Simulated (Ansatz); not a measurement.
Two-coordinate energy map

SiCl2F (SMILES F[Si](Cl)Cl), doublet, PBE0-D4/def2-TZVP minimum:

F1  (1.223, -0.410, 0.917)
Si2  (0.111, -0.433, -0.216)
Cl3  (-1.713, -0.367, 0.693)
Cl4  (0.380, 1.209, -1.394)
(Å)

Rows set the bond length F1–Si2 (Å; 1.589 at the minimum), columns the angle Cl3–Si2–Cl4 (°; 110.5), set in this order; the parts move rigidly, in a bend the first-named atom's side turns in the plane, and in a torsion the whole end group turns. CCSD(T) energies count from the value at that structure, in kcal/mol. Program: Ansatz 0.2.0. Basis: def2-TZVPP. Cores are frozen in the correlated methods; orbitals are unrestricted.

```tsv
F1–Si2 \ Cl3–Si2–Cl4	86.5	98.5	110.5	122.5	134.5
1.398	36.32	24.40	?	24.55	32.06
1.534	16.67	4.49	1.34	3.85	10.75
1.733	22.43	9.95	6.42	8.39	14.53
1.966	?	?	29.77	31.35	36.85
2.224	–	61.91	57.98	?	64.44
```

Q: Fill in the withheld cells. (An estimate is asked for; the value comes from the calculation.)

A: The calculation gives: (1.398, 110.5): 21.58; (1.966, 86.5): 46.23; (1.966, 98.5): 33.56; (2.224, 122.5): 59.34 kcal/mol. These count from the CCSD(T) energy at the PBE0-D4 minimum.

The same grid for a cheaper method: MP2 − CCSD(T), both counted from the minimum, in kcal/mol:
| F1–Si2 \ Cl3–Si2–Cl4 | 86.5 | 98.5 | 110.5 | 122.5 | 134.5 |
| --- | --- | --- | --- | --- | --- |
| 1.398 | -0.15 | 0.11 | 0.29 | 0.47 | 0.66 |
| 1.534 | -0.36 | -0.11 | 0.07 | 0.25 | 0.46 |
| 1.733 | -0.53 | -0.31 | -0.14 | 0.04 | 0.25 |
| 1.966 | -0.31 | -0.18 | -0.09 | 0.04 | 0.22 |
| 2.224 | – | 3.89 | 2.08 | 1.24 | 0.92 |

T1 diagnostic: at most 0.024. ⟨S²⟩ of the unrestricted Hartree–Fock references: 0.75 to 0.83 (a pure state has 0.75). The unrestricted reference is spin-contaminated, which hurts MP2 most.

For scale, one of the runs: CCSD(T)/def2-TZVPP, 157 basis functions (an equivalent command: `ansatz run in.yaml --threads 4`). Time: 110 s of wall clock on 4 CPU threads; the host was shared. Peak host memory: 2.5 GiB.
